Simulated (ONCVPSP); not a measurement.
# PBEsol ONCV dataset for tantalum (Ta), scalar-relativistic all-electron reference.

tantalum, optimised norm-conserving Vanderbilt (ONCV), made with ONCVPSP 4.0.1 (PBEsol, scalar-relativistic). Core [Kr] 4d10 4f14, reference 5s2 5p6 5d3 6s2. Waves: 5s+6s: rc 1.70 bohr, ncon 4, nbas 9, qcut 9.2 1/bohr, 2 projectors; 5p: rc 1.75 bohr, ncon 4, nbas 9, qcut 7.8 1/bohr, 2 projectors, debl 2.6 Ha; 5d: rc 2.32 bohr, ncon 5, nbas 9, qcut 6.3 1/bohr, 1 projector. Local part: polynomial inside 1.50 bohr (lpopt 1, dvloc0 -1 Ha). Core correction: Teter function, fcfact 2.25, rcfact 1.45.

* Cutoffs needed: 25 Ha and 30 Ha (the cutoffs (Ha) at which the residual kinetic energy of the hardest occupied pseudo-wave falls to 1 and 0.1 mHa per electron)
* Ghost test: no bound ghost flagged; GHOST(+) flagged for s at 308.8 eV
* Largest excitation error: -9.4 meV (all-electron minus pseudo) for 5s2 5p6 5d2 6s0, out of 4 test configurations
* rms error of d²Exc/dni dnj: 6.68 mHa without and 2.06 mHa with the model core
